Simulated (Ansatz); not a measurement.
Isolated molecules relaxed with PBE0-D4/def2-TZVP in Ansatz; ΔE leaves out vibrations. CCSD(T)/CBS adds triple-zeta CCSD(T) − MP2 to the extrapolated MP2 energy (def2 sets, frozen cores). This one scheme is used for every species. Functionals use def2-TZVPP. B3LYP here is the variant with VWN-RPA as its local correlation; programs differ in this. One conformer a species, not always the lowest.

Reaction (cleavage of the Si–Si bond): `O[SiH2][SiH](F)Cl` + `N=C=O` → `O=C=N[SiH](F)Cl` + silanol

CCSD(T)/CBS gives -1.20 eV.

(1) Another level gave -1.07 eV. Which?
A. MP2/def2-TZVPP
B. PBE-D4/def2-TZVPP
C. PBE0/def2-TZVPP
D. B3LYP-D4/def2-TZVPP

Largest T1 diagnostic among the species: 0.018.

Answers

(1) C. PBE0 -1.07, B3LYP-D4 -1.16, MP2/def2-TZVPP -1.33, PBE-D4 -0.93 eV.

From PBE to PBE0 (25 % exact exchange), in def2-TZVPP and without D4, ΔE moves by −0.12 eV. In def2-TZVPP, CCSD(T) changes the Hartree–Fock value by +0.25 eV (the triples alone add +0.04 eV) and MP2 by +0.15 eV.
